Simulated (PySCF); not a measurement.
**ORD: `F[C@H]1C[Si@@H](F)[Se][C@@H]1F`, C3H5F3SeSi**

Geometry (Å), atoms numbered from 1 in this order:
```xyz
13

F    -0.6578   -0.6761   -1.7760
C    -0.7560   -0.7268   -0.4044
C     0.6267   -0.8748    0.2072
Si    1.5014    0.8217    0.1891
F     2.5998    0.8626   -0.9831
Se   -0.2837    2.1311   -0.2841
C    -1.4474    0.5599    0.0434
F    -1.7243    0.4724    1.3777
H    -1.4035   -1.5833   -0.1703
H     0.5179   -1.2386    1.2268
H     1.1858   -1.6184   -0.3581
H     2.2314    1.1554    1.3973
H    -2.3948    0.7155   -0.4833
```

Method: TDDFT PBE0/def2-SVPD circular dichroism and optical rotation, one conformer, gas phase in PySCF. Geometry: GFN2-xTB.

The calculation is non-relativistic, which matters for the atoms heavier than Zn. States above about 7.4 eV (minus the energy of the highest occupied orbital) lie near or above the ionisation threshold and depend on the basis.

Stereocentres: C2 S, Si4 S, C7 S.

Problem. What is the specific rotation at 633, 589.3, 546, 436, 405, 365, 355 nm?

Solution. [α] in deg dm⁻¹ (g/mL)⁻¹:
| λ (nm) | origin-invariant length gauge | modified velocity gauge | length gauge (centre of mass) | isotropic polarisability (au) |
| --- | --- | --- | --- | --- |
| 633 | +77.5 | +77.7 | +77.1 | 87.5 |
| 589.3 | +91.8 | +91.8 | +91.3 | 87.9 |
| 546 | +110.4 | +110.2 | +109.8 | 88.3 |
| 436 | +199.3 | +197.8 | +198.3 | 90.2 |
| 405 | +247.6 | +245.0 | +246.3 | 91.1 |
| 365 | +347.1 | +341.9 | +345.5 | 92.6 |
| 355 | +383.3 | +377.1 | +381.6 | 93.1 |

Problem. And for the mirror image at 589.3 nm?

Solution. -91.8 deg dm⁻¹ (g/mL)⁻¹ (origin-invariant length gauge): the same size and the opposite sign.

Problem. What is the molar rotation [Φ] = [α]·M/100 of the geometry above at 589.3 nm?

Solution. With M = 205.12 g/mol, +188.2 deg cm² dmol⁻¹ (origin-invariant length gauge).

The first excitation lies at 5.17 eV (240 nm) with R = +13.1 × 10⁻⁴⁰ esu² cm² (velocity form).
